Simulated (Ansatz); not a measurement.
Reaction (ligand exchange at the Si–O bond): `[F][Ti]([F])([F])[O][SiH3]` + `[OH][SnH]([F])[F]` → `[F][SnH]([F])[O][SiH3]` + `[OH][Ti]([F])([F])[F]`

Computed with Ansatz on PBE0-D4/def2-TZVP structures; ΔE is electronic, products minus reactants. CCSD(T)/CBS is the MP2 limit (def2-TZVPP, def2-QZVPP) plus CCSD(T) − MP2 in def2-TZVPP, frozen cores. DFT in def2-TZVPP. B3LYP here is the variant with VWN-RPA as its local correlation; programs differ in this. HSE06 is defined as in plane-wave codes. def2 core potentials past Kr. For Sn, Ti outer-core shells are correlated without core-valence functions, which leaves a few kJ/mol of doubt a bond. Scalar relativity is left out up to krypton. One conformer a species, not always the lowest.

```tsv
level	ΔE (kJ/mol)	difference from CCSD(T)/CBS
PBE-D4	18.2	4.1
revPBE-D4	18.8	4.7
r2SCAN-D4	16.1	2.0
HSE06-D4	16.2	2.1
BHLYP-D4	14.5	0.4
PBE	18.9	4.8
revPBE	19.9	5.8
BLYP	20.3	6.2
PBE0	16.8	2.7
B3LYP	18.2	4.1
r2SCAN0	14.9	0.8
CAM-B3LYP	15.9	1.8
RPA@PBE/def2-TZVPP	15.8	1.7
MP2/def2-SVP	18.3	4.2
MP2/def2-QZVPP	15.5	1.4
SCS-MP2/def2-QZVPP	15.2	1.1
CCSD(T)/CBS	14.1	0
```

What do rigid-rotor, harmonic-oscillator terms from PBE0-D4/def2-TZVP frequencies (298.15 K, 1 bar) make of the CCSD(T)/CBS value? (An estimate is asked.)

Computed: ΔZPE = -2.7 kJ/mol, ΔH = +12.3 kJ/mol, ΔS = 12 J/(mol·K), ΔG = +8.8 kJ/mol. Modes under 50 cm⁻¹ make the entropy rough.

Largest T1 diagnostic among the species: 0.023, so the coupled-cluster value is less sure than usual.

At CCSD(T), def2-SVP lies +4.8 kJ/mol from the extrapolated value and def2-TZVPP +3.1 kJ/mol. Leaving LDA and LC-ωPBE aside and taking each functional with its dispersion term where it has one, the values, not all of them listed here, spread over 5.1 kJ/mol, from ωB97X-V to BLYP-D4.

CCSD(T)/CBS has its own doubt, a few kJ/mol and more with outer-core shells, so smaller differences from it don't rank the levels.
